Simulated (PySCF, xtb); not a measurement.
Sn(Cl)(SiH3) (ClH3SiSn), SMILES [SiH3][Sn][Cl] (connectivity only; charge and spin as stated), neutral, multiplicity 1.

Harmonic wavenumbers (cm⁻¹) from GFN2-xTB (xtb) at its own minimum, in rising order: 30, 97, 267, 274, 310, 334, 769, 833, 840, 2089, 2100, 2126.

Q: What does PBE0-D3(BJ)/def2-SVP in PySCF give at its own minimum? (The exact figures need the calculation; the answer reports its results.)

A: 85, 88, 275, 345, 351, 437, 832, 921, 933, 2191, 2207, 2212. Paired by order, the mean absolute difference is 69 cm⁻¹ and the zero-point energies are 14.4 and 15.6 kcal/mol.
